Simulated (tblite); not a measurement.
Species: C4H12O2Si3.
SMILES with atom numbers: `[CH3:1][C:2](=[O:3])[SiH2:4][C:5]([SiH3:6])([SiH3:7])[CH:8]=[O:9]` (hydrogens: H10, H11, H12 on C1; H13, H14 on Si4; H15, H16, H17 on Si6; H18, H19, H20 on Si7; H21 on C8)

Geometry (GFN2-xTB, Å), atoms numbered from 1 in this order:
```
atom  x, y, z in Å
C1     3.1175   -0.3629    0.9386
C2     1.8441    0.0279    0.2668
O3     1.6305    1.1797   -0.0733
Si4    0.4487   -1.2487   -0.0107
C5    -1.0071   -0.0420    0.1941
Si6   -0.6000    1.6835   -0.6670
Si7   -2.7328   -0.6709   -0.2677
C8    -0.8724    0.3085    1.5854
O9     0.0915   -0.0587    2.2430
H10    3.5190   -1.2598    0.4734
H11    3.8488    0.4425    0.9215
H12    2.8664   -0.6044    1.9702
H13    0.5370   -2.3573    0.9306
H14    0.5510   -1.7300   -1.3962
H15   -0.1147    2.7459    0.2032
H16   -1.9824    2.1447   -0.9703
H17   -0.0055    1.4172   -1.9691
H18   -3.7624    0.1885    0.3182
H19   -2.8641   -0.7170   -1.7226
H20   -2.8854   -2.0256    0.2754
H21   -1.6364    0.9558    2.0462
```

Calculated harmonic vibrations of the isolated species, GFN2-xTB (tblite), most abundant isotopes, no scaling. Against measured fundamentals such values can be off by several per cent, at times by over 20. Modes of hydrogen on silicon can be 10 to 20 % off. One conformer, not necessarily the lowest.

Harmonic wavenumbers (cm⁻¹): 58.0, 78.4, 94.9, 114.0, 117.5, 145.8, 165.7, 178.7, 188.7, 214.7, 270.5, 321.4, 367.0, 391.7, 407.0, 457.3, 499.6, 514.9, 531.1, 541.2, 555.7, 584.3, 630.1, 633.3, 669.4, 732.9, 746.6, 767.5, 783.7, 792.6, 800.7, 879.9, 939.6, 943.3, 963.8, 985.1, 996.5, 1169.8, 1177.1, 1350.5, 1353.0, 1441.3, 1444.8, 1637.8, 1681.7, 2058.3, 2213.9, 2232.9, 2265.3, 2282.2, 2307.8, 2326.1, 2331.1, 2809.6, 3020.0, 3026.6, 3037.4.

A = 1567, B = 781.0, C = 683.8 MHz; mass 176.015 u (most abundant isotopes); point group C1, symmetry number 1.

Question: Zero-point energy?

Answer: ½Σν̃ = 30115 cm⁻¹ = 360.26 kJ/mol.

Question: Entropy at 298.15 K, 1 bar (ideal gas, RRHO, classical rotation)?

Answer: Translation 173.34, rotation 126.90, vibration 182.82: S = 483.1 J/(mol K).

Question: And Cp and H(298.15 K) − H(0)?

Answer: Cp = 225.42 J/(mol K), of which vibrations give 192.16 (their classical limit is 57 R = 473.9); H(298.15 K) − H(0) = 39.51 kJ/mol without the zero-point energy, 29.60 from vibrations.

Question: How do the functions run with temperature in this model?

Answer: 
```tsv
T (K)	S (J/(mol K))	Cp (J/(mol K))	H − H(0) (kJ/mol)	G − H(0) (kJ/mol)	ln q(vib)
50	255.5	64.4	2.19	-10.59	0.50
100	312.8	103.3	6.43	-24.85	2.14
373.15	537.6	260.5	57.78	-142.81	13.02
500	620.6	306.8	93.90	-216.38	17.87
750	757.8	369.3	179.03	-389.30	26.63
1000	869.9	409.4	276.73	-593.19	34.39
```

q(vib) and H(0) count from the zero-point level.

Question: What must be added to the electronic energy to get the Gibbs energy at 298.15 K and 1 bar?

Answer: ZPE + [H(298.15 K) − H(0)] − T·S = 360.26 + 39.51 − 144.02 = 255.75 kJ/mol.

Question: Which modes carry the vibrational entropy at 298.15 K?

Answer: 58.0 cm⁻¹: 18.93; 78.4 cm⁻¹: 16.45; 94.9 cm⁻¹: 14.88; 114.0 cm⁻¹: 13.39; 117.5 cm⁻¹: 13.14; 145.8 cm⁻¹: 11.41 J/(mol K); the other 51 give 94.63 together.

Hindered rotation and anharmonicity are outside this model. Other conformers, if any are populated, would add a mixing term that is left out. The structure is chiral; the term R ln 2 for an equal mix with its mirror image is left out.
